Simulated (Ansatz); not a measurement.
BaF (SMILES [F][Ba]), doublet, geometry from GFN2-xTB (such geometries of metal compounds can be far from the true shape) (the spin is typed, not shown lowest) (core potentials on Ba); PBE0/def2-SVPD (Ansatz, an electronic-structure program).

Input for Ansatz:
Ansatz 0.2 input:
```yaml
crystal:
  periodic: [false, false, false]
  atoms:
    - {symbol: Ba, position_ang: [-0.00000000, -0.00000000, -0.27401276]}
    - {symbol: F, position_ang: [0.00000000, 0.00000000, 1.70496829]}
basis:
  gaussian:
    orbitals: def2-SVPD
hamiltonian:
  xc: pbe0
magnetization: {spin_polarized: true, initial_magnetization: 1}
```

It wrote (shortened):

```
Functional definition: PBE0
469 factors; their error is unknown
mean field evaluation 1: about -3402.5547 eV, gradient 3.2e1 eV
mean field evaluation 2: about -3380.2380 eV, gradient 8.8e1 eV
mean field evaluation 4: about -3406.3641 eV, gradient 8.0e-1 eV
mean field evaluation 8: about -3406.4278 eV, gradient 1.1e-1 eV
mean field evaluation 16: about -3406.4279 eV, gradient 8.8e-5 eV
mean field -3406.42792050 eV, -125.1839171185 hartree, gradient 3.4e-5 eV, S^2 0.750208; 3 other end points of the search recorded, 0 dependent functions left out
reference -3406.42796049 eV, -125.1839185881 hartree; 10, 9 occupied and 46, 47 virtual orbitals, 469 factors
Total energy: -3406.42796049 eV, -125.1839185881 hartree
```
